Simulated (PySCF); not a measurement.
C4H4Cl2, SMILES ClC(/C=C\Cl)=C. Geometry optimised at PBE-D3(BJ)/def2-SVP. The structure was generated by enumeration; whether it is a known compound was not checked. The values are those of a single conformer.

Q: Give the equilibrium geometry at PBE-D3(BJ)/def2-SVP (PySCF confirms it by a frequency run) as a Z-matrix, and its point group. (An estimate is asked for; the answer gives what the named calculation found.)

A: This is not unique; one that fits is point group Cs.
```
C
C 1 1.3554
H 2 1.1004 1 119.37
H 1 1.1032 2 113.56 3 0.00
C 1 1.4573 4 112.74 2 180.00
C 5 1.3562 1 122.12 4 0.00
H 6 1.0980 5 121.34 1 180.00
H 6 1.1000 7 118.79 5 -180.00
Cl 2 1.7263 3 112.12 1 180.00
Cl 5 1.7508 6 118.60 7 0.00
```
Charge 0, spin multiplicity 1.
